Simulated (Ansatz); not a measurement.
`N[CH](O)[Zn][OH]`, relaxed with RKS PBE0-D4/def2-TZVP in the Gaussian-basis code of Ansatz from a GFN2-xTB geometry. The force threshold is 0.005 eV/Å; the program also tests the step.

The species carries charge 0 and has multiplicity 1.

Start:

```xyz
10

N    -0.602   -0.895   -0.951
C    -0.443   -0.795    0.450
O    -1.286    0.155    1.001
Zn    1.432    0.037    0.946
O     1.385    1.620    0.037
H    -0.397   -0.029   -1.437
H    -0.103   -1.669   -1.366
H    -0.673   -1.749    0.924
H    -1.263    0.943    0.440
H     1.950    2.383   -0.043
```

```json
{"step": "1", "energy (eV)": "-55110.1716", "largest force (eV/Å)": "0.443", "largest move (Å)": "0.000"}
{"step": "2", "energy (eV)": "-55110.2994", "largest force (eV/Å)": "0.854", "largest move (Å)": "0.194"}
{"step": "3", "energy (eV)": "-55110.3955", "largest force (eV/Å)": "0.864", "largest move (Å)": "0.200"}
{"step": "4", "energy (eV)": "-55110.5317", "largest force (eV/Å)": "1.100", "largest move (Å)": "0.195"}
{"step": "5", "energy (eV)": "-55110.6664", "largest force (eV/Å)": "1.250", "largest move (Å)": "0.195"}
{"step": "6", "energy (eV)": "-55110.7839", "largest force (eV/Å)": "1.395", "largest move (Å)": "0.194"}
{"step": "7", "energy (eV)": "-55110.8718", "largest force (eV/Å)": "1.117", "largest move (Å)": "0.177"}
{"step": "8", "energy (eV)": "-55110.9165", "largest force (eV/Å)": "0.588", "largest move (Å)": "0.200"}
{"step": "9 (rejected)", "energy (eV)": "-55110.9012", "largest force (eV/Å)": "0.697", "largest move (Å)": "0.200"}
{"step": "10", "energy (eV)": "-55110.9864", "largest force (eV/Å)": "0.130", "largest move (Å)": "0.097"}
{"step": "11", "energy (eV)": "-55111.0064", "largest force (eV/Å)": "0.158", "largest move (Å)": "0.100"}
{"step": "13", "energy (eV)": "-55111.0569", "largest force (eV/Å)": "0.119", "largest move (Å)": "0.200"}
{"step": "15", "energy (eV)": "-55111.0715", "largest force (eV/Å)": "0.323", "largest move (Å)": "0.104"}
{"step": "17 (rejected)", "energy (eV)": "-55111.0727", "largest force (eV/Å)": "0.505", "largest move (Å)": "0.082"}
{"step": "19", "energy (eV)": "-55111.0787", "largest force (eV/Å)": "0.103", "largest move (Å)": "0.049"}
{"step": "21", "energy (eV)": "-55111.0794", "largest force (eV/Å)": "0.022", "largest move (Å)": "0.043"}
{"step": "23", "energy (eV)": "-55111.0796", "largest force (eV/Å)": "0.011", "largest move (Å)": "0.013"}
{"step": "25 (rejected)", "energy (eV)": "-55111.0773", "largest force (eV/Å)": "0.361", "largest move (Å)": "0.055"}
{"step": "27", "energy (eV)": "-55111.0801", "largest force (eV/Å)": "0.056", "largest move (Å)": "0.027"}
{"step": "29 (rejected)", "energy (eV)": "-55111.0801", "largest force (eV/Å)": "0.031", "largest move (Å)": "0.014"}
{"step": "31", "energy (eV)": "-55111.0803", "largest force (eV/Å)": "0.025", "largest move (Å)": "0.023"}
{"step": "33", "energy (eV)": "-55111.0803", "largest force (eV/Å)": "0.003", "largest move (Å)": "0.005"}
{"step": "34", "energy (eV)": "-55111.0803", "largest force (eV/Å)": "0.004", "largest move (Å)": "0.007"}
```

End:

```xyz
10

N    -0.883   -0.913   -1.027
C    -0.304   -0.602    0.257
O    -1.333   -0.153    1.135
Zn    1.112    0.764    0.192
O     2.407    1.984    0.133
H    -0.237   -0.842   -1.798
H    -1.321   -1.827   -1.043
H     0.101   -1.484    0.769
H    -1.915    0.390    0.592
H     2.373    2.681    0.790
```

Hardware: 4 threads of an Arm Neoverse V1 on a shared host. Wall time 2.3 min, peak host memory 0.61 GiB.
